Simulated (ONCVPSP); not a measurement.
LDA (Perdew-Wang 92) ONCV dataset for promethium, non-relativistic all-electron reference.

ONCVPSP 4.0.1 input, shortened (lines: element, Z, core and valence counts, functional; n l f; lmax; l rc ep ncon nbas qcut; lloc lpopt rc5 dvloc0; l nproj debl; icmod fcfact rcfact), LDA (Perdew-Wang 92), non-relativistic:

```
  Pm 61.00   12    2  -001012      upf
    1    0    2.00
    2    0    2.00
    2    1    6.00
    3    0    2.00
    3    1    6.00
    3    2   10.00
    4    0    2.00
    4    1    6.00
    4    2   10.00
    4    3    4.00
    5    0    2.00
    5    1    6.00
    5    2    1.00
    6    0    1.00
    2
    0    3.75    0.00    4    9    1.80
    1    3.80    0.07    3    6    2.30
    2    3.70    0.00    3    8    3.80
    4    1    3.70    3.00
    0    2    3.60
    1    2    4.00
    2    1    2.40
    0    0.00    0.00
```

In the p channel the program set the typed energies aside and used 0.050, 4.050 Ha.

All-electron outer shells of the reference configuration (LDA (PZ), non-relativistic, ld1.x):

```tsv
shell	level (eV)	outermost node (bohr)	outermost maximum (bohr)
4f	-17.65	–	0.62
5d	-9.35	0.85	1.99
6s	-8.62	1.79	3.50
```

Task: Does the generator finish with these settings?

Result: Yes, a potential is produced and its reference levels are reproduced.

Task: Estimate the cutoffs (Ha) at which the residual kinetic energy of the hardest occupied pseudo-wave falls to 1 and 0.1 mHa per electron.

Result: 5.1 Ha and 7.6 Ha. The cutoffs count occupied waves only; projector 2 of the s channel, the hardest unoccupied one, needs 24 Ha at the loose tolerance.

Task: Does the potential have ghost states?

Result: No bound ghost flagged; GHOST(+) flagged for s at 80.7 eV, s at 116.1 eV, p at 140.8 eV, s at 185.5 eV, s at 437.8 eV.

Its largest configuration-test error is +60 meV (5d1 6s0). 1 of 4 tests not solved or not reliable. Not counted: 5d0 6s2 (all-electron energy unsafe for a near-neutral lanthanide with less than one 5d electron, printed error +265 meV).
